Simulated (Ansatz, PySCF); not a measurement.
Zn(SeH)(GeH3) (GeH₄SeZn), SMILES [SeH][Zn][GeH3].

The structure is a stationary point at B3LYP-D3(BJ)/def2-SVP. The structure was generated by enumeration; whether it is a known compound was not checked. One conformer was computed; it need not be the lowest.

Vertical ionisation energy (IE) and electron affinity (EA) in eV. Rows of orbital energies are one-electron estimates. Where ΔSCF, EOM or ADC give a negative EA the extra electron is unbound and the value depends on the basis.

| level | IE | EA |
|---|---|---|
| −ε(HOMO), −ε(LUMO), PBE0/def2-TZVPD (PySCF) | ? | ? |
| −ε(HOMO), −ε(LUMO), PBE/def2-TZVPD (PySCF) | 5.87 | 1.93 |
| ΔSCF, PBE0/def2-SVPD (Ansatz), final states of multiplicity 2 and 2 | 9.04 | -0.18 |
| ΔSCF, PBE/def2-SVPD (Ansatz), final states of multiplicity 2 and 2 | 8.87 | -0.15 |

Some entries are withheld; supply them. (An estimate is asked for; the answer gives what the named calculation found.)


- −ε(HOMO), −ε(LUMO), PBE0/def2-TZVPD (PySCF), IE: 6.95
- −ε(HOMO), −ε(LUMO), PBE0/def2-TZVPD (PySCF), EA: 1.22

What vertical singlet–triplet gap does ΔSCF give with PBE0/def2-SVPD (Ansatz, a program for electronic structure) and with PBE/def2-SVPD (Ansatz)? (Estimate from the structure and the level; the computed values follow.)

4.56 and 4.31 eV (triplet above singlet where positive).
